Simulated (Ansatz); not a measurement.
Ansatz (a first-principles code) input:
A basis named .json is the Basis Set Exchange file of that set.

Ansatz 0.2 input:
```yaml
crystal:
  periodic: [false, false, false]
  atoms:
    - {symbol: B, position_ang: [1.30897228, 0.50206557, -0.07846381]}
    - {symbol: O, position_ang: [0.28085454, -0.14117792, 0.44284922]}
    - {symbol: C, position_ang: [-1.01372544, -0.26060075, -0.17603904]}
    - {symbol: H, position_ang: [1.30147784, 1.07310221, -1.13794350]}
    - {symbol: H, position_ang: [-1.22773705, -1.31935240, -0.31373889]}
    - {symbol: H, position_ang: [-1.75232109, 0.17476259, 0.49526752]}
    - {symbol: H, position_ang: [-1.03076479, 0.25418756, -1.13782560]}
basis:
  gaussian:
    orbitals: cc-pVTZ
    fitting: {mean_field: def2-universal-jkfit, correlation: cc-pVTZ-RIFIT.json}
magnetization: {spin_polarized: true, initial_magnetization: 1}
correlation: {method: mp2, electrons: outside_noble_gas}
```

### Question
Which total energy does the run end on?

### Answer
-140.25024 Eh (RI-MP2/cc-pVTZ). The basis has 146 functions.

It need not be the lowest isomer of its formula.
